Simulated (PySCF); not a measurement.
**Br⁺ (bromine, charge +1): UHF calculation**

Configuration: [Ar] 3d10 4s2 4p4, high-spin 3P determinant. Calculation: PySCF 2.14, in x2c-SVPall (5s4p3d, 32 functions); the spin-free X2C one-electron Hamiltonian (Gaussian nucleus).

| Quantity | Value |
| --- | --- |
| Total energy | -2603.561511 hartree |
| One-electron energy | -3607.8534 hartree |
| Hartree (Coulomb) energy | 1095.1928 hartree |
| Exchange energy | -90.9009 hartree |
| ⟨S²⟩ | 2.0062 |
| ⟨L²⟩ | 2.019 |
| Sum of ⟨r⟩ | 23.05 bohr |
| Sum of ⟨r²⟩ | 32.06 bohr² |
| Traceless quadrupole moment −½Σ⟨3z² − r²⟩ along its main axis | -1.97 e·bohr² |
| Langevin diamagnetic susceptibility | -25.4 ×10⁻⁶ cm³/mol |
| Time after the integrals | 0.05 s of wall time on 1 thread of AMD EPYC 9R45 96-Core Processor (shared host) |

```tsv
shell	electrons	mean orbital energy (eV)	spread (eV)	rms radius, mean of both spins (bohr)
1s α	1	-13566.0	0	0.0493
1s β	1	-13565.7	0	0.0493
2s α	1	-1836.5	0	0.205
2s β	1	-1836.4	0	0.205
2p α	3	-1616.5	0.231	0.183
2p β	3	-1616.2	0.087	0.183
3s α	1	-288.91	0	0.588
3s β	1	-288.41	0	0.588
3p α	3	-216.99	0.750	0.607
3p β	3	-216.32	0.049	0.607
3d α	5	-97.285	0.696	0.651
3d β	5	-96.941	0.390	0.651
4s α	1	-40.668	0	1.78
4s β	1	-34.608	0	1.78
4p α	3	-23.592	1.903	2.14
4p β	1	-21.068	0	2.14
```

Densities and radii are taken from the X2C orbitals without a picture-change correction, which distorts them close to the nucleus.
